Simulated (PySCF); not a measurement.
# Potential energy of KZn along the bond

Set-up: PySCF, no relativity, basis sets K pcseg-1, Zn pcseg-1. Energies in eV from K + Zn in their ground configurations at the same level. State: ²Σ⁺ (doublet), unpaired electrons σ ↑.

```tsv
R (Å)	r²SCAN
3.364	-0.0588
3.520	-0.0830
3.676	-0.0920
3.794	-0.0922
3.911	-0.0889
4.028	-0.0835
4.185	-0.0745
4.380	-0.0626
4.615	-0.0495
4.928	-0.0352
```

Task: Put a parabola through the three lowest points of the r²SCAN curve and estimate Re, k and ωe (reduced mass 24.21 u; 1 eV/Å² = 0.16022 mdyn/Å; ωe = 1302.8·√(k/μ) cm⁻¹).

Result: Through R = 3.676, 3.794, 3.911 Å the second-order coefficient is 0.127 eV/Å², so Re ≈ 3.742 Å, k ≈ 0.0408 mdyn/Å and ωe ≈ 53 cm⁻¹. A polynomial fit of higher order to the unrounded r²SCAN energies gives Re = 3.740 Å, k = 0.0494 mdyn/Å, ωe = 58.8 cm⁻¹; anharmonicity and rounding make the difference.

The higher-order fit for each curve: r²SCAN: Re = 3.740 Å, ωe = 58.8 cm⁻¹, De = 0.093 eV.

The bond is weak. Basis-set superposition, not corrected here, can be much of De in a small basis, most of all at correlated wavefunction levels. Functionals without a dispersion term scatter widely for such bonds, and LDA overbinds them. The state is the lowest determinant that a PBE0 search found; another state may lie lower at other levels.
